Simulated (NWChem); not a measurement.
## Polarisability of diphosphane (H₄P₂)

```
P
H 1 1.4315
H 1 1.4315 2 92.18
P 1 2.2710 2 93.52 3 93.66
H 4 1.4315 1 93.52 2 87.60
H 4 1.4315 5 92.18 1 -93.66
```
Charge 0, spin multiplicity 1.

The numbers come from NWChem runs, not from measurements. The geometry was optimised at B3LYP/def2-SVP, a minimum by its harmonic frequencies. It is one conformer; others weren't searched.

Basis set: 6-31G*. Static limit. This basis has no diffuse functions, which lowers polarisabilities.

The correlated methods keep 10 core orbitals frozen. B3LYP has NWChem's definition, with VWN1-RPA local correlation. The Pople sets run with spherical d functions. No row is a measurement; the coupled-cluster row has its own basis-set and correlation limits.

Problem. For the isotropic polarisability, B3LYP gives 45.93 bohr³ and CCSD linear response gives 45.20 bohr³. What do PBE, BHandHLYP give?

Solution. PBE: 46.28 bohr³; BHandHLYP: 45.71 bohr³.
